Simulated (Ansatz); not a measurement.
Consider the redistribution: `FB(F)[SeH]` + `N=C[SiH2]O` → `O[SiH2]B(F)F` + `N=C[SeH]`.

Isolated molecules relaxed with PBE0-D4/def2-TZVP in Ansatz; ΔE leaves out vibrations. CCSD(T)/CBS is the MP2 limit (def2-TZVPP, def2-QZVPP) plus CCSD(T) − MP2 in def2-TZVPP, frozen cores. DFT in def2-TZVPP. For Se outer-core shells are correlated without core-valence functions, which leaves a few kJ/mol of doubt a bond. Scalar relativity is left out up to krypton. One conformer a species, not always the lowest.

```
  level  ΔE (kcal/mol)
 B97M-V           25.0
r2SCANh           24.9
```

Problem. What does CCSD(T)/CBS give? (An estimate is asked.)

Solution. Ansatz gave: +26.0 kcal/mol. The listed levels differ from it by -1.0, -1.1 kcal/mol.

Largest T1 diagnostic among the species: 0.013.

From PBE to PBE0 (25 % exact exchange), in def2-TZVPP and without D4, ΔE moves by +2.0 kcal/mol. Leaving LDA and LC-ωPBE aside and taking each functional with its dispersion term where it has one, the values, not all of them listed here, spread over 4.1 kcal/mol, from BLYP-D4 to ωB97M-V. LDA lies +2.3 kcal/mol from PBE without D4.
